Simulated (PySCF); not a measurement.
**[CrCl4]+: angle to the S4 axis scan**

[CrCl4]+ holds Cr(V), d1, at total charge +1. The structure is a model geometry with rigid ligands and bond lengths from ionic radii, not a minimum; coordination tetrahedral, point group Td, metal–donor distances 2.08 Å.

The d shell alone is too small an active space for [CrCl4]+ (an active orbital has only 0.60 squared overlap with the free ion's shell): its levels, fitted parameters, g values and moments show what this model gives and aren't sound predictions.

```
5

Cr    0.000    0.000    0.000
Cl    1.201    1.201    1.201
Cl   -1.201   -1.201    1.201
Cl   -1.201    1.201   -1.201
Cl    1.201   -1.201   -1.201
```

Method (PySCF 2.14, density fitting): CASSCF(1,5) with orbitals averaged over all microstates of the shell, strongly contracted NEVPT2 on the averaged canonical orbitals; basis x2c-TZVPall on the metal, x2c-SVPall elsewhere; spin-free X2C; gas phase; spin-orbit coupling by state interaction with the mean-field operator over all roots.

The angle between each bond and z is 54.7° in a regular tetrahedron, less in an elongated one and 90° in a plane.

```
angle to the S4 axis  group         ground  next state (NEVPT2) / cm⁻¹  orbital energies above the lowest (NEVPT2 fit) / cm⁻¹  μeff(300 K) / μB
               45.0°    D2d  2B1 (from 2E)          2A1 (from 2E) 1401                                0 1401 7784 17733 17733              1.72
               50.0°    D2d  2B1 (from 2E)           2A1 (from 2E) 921                                0 921 11133 15691 15691              1.72
               54.7°     Td             2E                   2T2 13637                                  0 0 13637 13637 13637              1.72
               60.0°    D2d  2A1 (from 2E)          2B1 (from 2E) 1444                               0 1444 12815 12815 17827              1.72
```

At 54.7° the ground state is orbitally degenerate, so the regular structure would distort there (Jahn–Teller).

The geometry is a model, and the complex may not exist in this form. Charge-transfer states lie outside this active space and may come lower than some of these levels. NEVPT2 lifts 2T2 from 10653 to 13637 cm⁻¹; on the d shell alone such lifts tend to overshoot. NEVPT2 on the d shell alone tends to put d–d bands too high for such charged or covalently bound ions.
